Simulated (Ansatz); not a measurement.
Program: Ansatz. Geometries: PBE0-D4/def2-TZVP. ΔE: electronic, gas phase. CCSD(T)/CBS adds triple-zeta CCSD(T) − MP2 to the extrapolated MP2 energy (def2 sets, frozen cores). This one scheme is used for every species. DFT in def2-TZVPP. B3LYP here is the variant with VWN-RPA as its local correlation; programs differ in this. def2 core potentials past Kr. For W outer-core shells are correlated without core-valence functions, which leaves a few kJ/mol of doubt a bond. Each species was taken in one conformer, which may not be the lowest.

`[NH]=[W](=[NH])([OH])[F]` + HCl → `[NH]=[W](=[NH])([F])[Cl]` + H₂O  (ligand exchange at a W–O bond)

Question: Is it downhill or uphill in electronic energy at CCSD(T)/CBS, and by how much? (An estimate is asked.)

Answer: Computed: Downhill: ΔE = -37.4 kJ/mol.

Question: What do these levels give: BLYP-D4, r2SCAN-D4, B3LYP-D4, BHLYP-D4, PBE0, B3LYP, r2SCAN0, BHLYP, RPA@PBE/def2-TZVPP, MP2/def2-SVP, CCSD/def2-TZVPP, MP2/def2-QZVPP? (An estimate is asked.)

Answer: Ansatz gave: BLYP-D4 -27.9, r2SCAN-D4 -30.8, B3LYP-D4 -30.2, BHLYP-D4 -32.5, PBE0 -33.2, B3LYP -27.5, r2SCAN0 -33.1, BHLYP -28.8, RPA@PBE/def2-TZVPP -28.3, MP2/def2-SVP -36.7, CCSD/def2-TZVPP -30.2, MP2/def2-QZVPP -50.4 kJ/mol.

Largest T1 diagnostic among the species: 0.020, so the coupled-cluster value is less sure than usual.

From BLYP to BHLYP (50 % exact exchange), in def2-TZVPP and without D4, ΔE moves by −3.8 kJ/mol. In def2-TZVPP, CCSD(T) changes the Hartree–Fock value by −4.7 kJ/mol (the triples alone add −2.4 kJ/mol) and MP2 by −19.5 kJ/mol. At CCSD(T), def2-SVP lies +11.6 kJ/mol from the extrapolated value and def2-TZVPP +4.8 kJ/mol.
